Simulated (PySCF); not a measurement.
A calculated (PBE0, PySCF 2.14, aug-cc-pwCVTZ, the non-relativistic Hamiltonian (point nucleus)) atom or ion has these occupied shells.

```tsv
shell	electrons	orbital energy (eV)	rms radius, mean of both spins (bohr)
1s β	1	-4402.2	0.0852
1s α	1	-4402.1	0.0852
2s α	1	-476.64	0.375
2s β	1	-476.25	0.375
2p α	3	-392.15	0.342
2p β	3	-391.82	0.342
3s α	1	-54.057	1.18
3s β	1	-52.369	1.18
3p α	3	-32.143	1.30
3p β	3	-30.214	1.30
3d α	3	-1.816	3.31
```

Name the element and its charge.

Sc (scandium, neutral), in [Ar] 3d3, high-spin 4F determinant (an excited configuration).
